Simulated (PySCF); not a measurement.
Sn(F)(Cl)2(OMe) (CH3Cl2FOSn), SMILES C[O][Sn]([F])([Cl])[Cl]. Coordinates come from a B3LYP-D3(BJ)/def2-SVP optimisation. The structure was generated by enumeration; whether it is a known compound was not checked. The def2 effective core potentials stand for the cores of Sn; spin–orbit coupling is left out. Other conformers were not sampled.

Computed equilibrium geometry at B3LYP-D3(BJ)/def2-SVP (PySCF confirms it by a frequency run) as a Z-matrix (one conformer of several):
```
O
C 1 1.4216
H 2 1.1016 1 107.07
H 2 1.1048 3 108.26 1 -121.00
H 2 1.1049 3 108.09 4 -117.48
Sn 1 1.9661 2 119.93 3 170.01
F 6 1.9326 1 109.28 2 72.02
Cl 6 2.3225 7 108.11 1 -118.85
Cl 6 2.3380 7 106.53 1 119.45
```
Charge 0, spin multiplicity 1.
